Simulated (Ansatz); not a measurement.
Reactions of GeH$_{6}$O$_{3}$Si, SMILES `[OH][GeH2][SiH](O)O`.

Program: Ansatz. Geometries: PBE0-D4/def2-TZVP. ΔE: electronic, gas phase. CBS: MP2 limit from def2 TZ/QZ plus the TZ coupled-cluster correction, frozen cores. This one scheme is used for every species, atoms too. Open shells (•) are unrestricted, without spin–orbit coupling. Spin–orbit coupling would lower the free atoms: a little for O, Si; clearly for Ge. Elements past krypton have def2 core potentials. Bonds to Ge, Se, Sn are less sure, by a few kJ/mol each and by 10 to 20 or more in all where they break to atoms, as the def2 sets lack core-valence functions. Scalar relativity is left out up to krypton. One conformer a species, not always the lowest.

```json
{"reaction": "`[OH][GeH2][SiH](O)O` + `Cl[SiH2][SeH]` → `[OH][GeH2][SeH]` + `O[SiH](O)[SiH2]Cl`", "HF/CBS(def2) (kJ/mol)": "1"}
{"reaction": "`[OH][GeH2][SiH](O)O` → `O[SiH](O)[O][GeH3]`", "HF/CBS(def2) (kJ/mol)": "-165"}
{"reaction": "`[OH][GeH2][SiH](O)O` + H₂ → `O[SiH](O)[GeH3]` + H₂O", "HF/CBS(def2) (kJ/mol)": "-2"}
{"reaction": "`[OH][GeH2][SiH](O)O` + CH₄ → `C[SiH](O)[GeH2][OH]` + H₂O", "HF/CBS(def2) (kJ/mol)": "128"}
{"reaction": "`[OH][GeH2][SiH](O)O` + `N[SiH2]F` → `O[SiH](O)N[SiH2]F` + `[OH][GeH3]`", "HF/CBS(def2) (kJ/mol)": "-91"}
{"reaction": "`[OH][GeH2][SiH](O)O` + `[SnH4]` → `[OH][GeH2][SnH3]` + `O[SiH2]O`", "HF/CBS(def2) (kJ/mol)": "-42"}
{"reaction": "`[OH][GeH2][SiH](O)O` + `[CH3][GeH]([F])[F]` → `[OH][GeH2][SiH](O)F` + `[CH3][GeH]([OH])[F]`", "HF/CBS(def2) (kJ/mol)": "-5"}
{"reaction": "`[OH][GeH2][SiH](O)O` → Ge• + 6 H• + 3 O• + Si•", "HF/CBS(def2) (kJ/mol)": "2661"}
{"reaction": "`[OH][GeH2][SiH](O)O` + `CC(N)O` → `C[SiH](O)[GeH2][OH]` + `NC(O)O`", "HF/CBS(def2) (kJ/mol)": "114"}
{"reaction": "`[OH][GeH2][SiH](O)O` + `SS` → `[OH][GeH2][S]S` + `O[SiH2]O`", "HF/CBS(def2) (kJ/mol)": "-61"}
```

Q: Give the CCSD(T)/CBS values in the same order. (Best estimate.)

A: Ansatz gave: 16, -130, 4, 115, -71, -36, -5, 3851, 117, -51 kJ/mol.

Largest T1 diagnostic: 0.013, for `[SnH4]`.
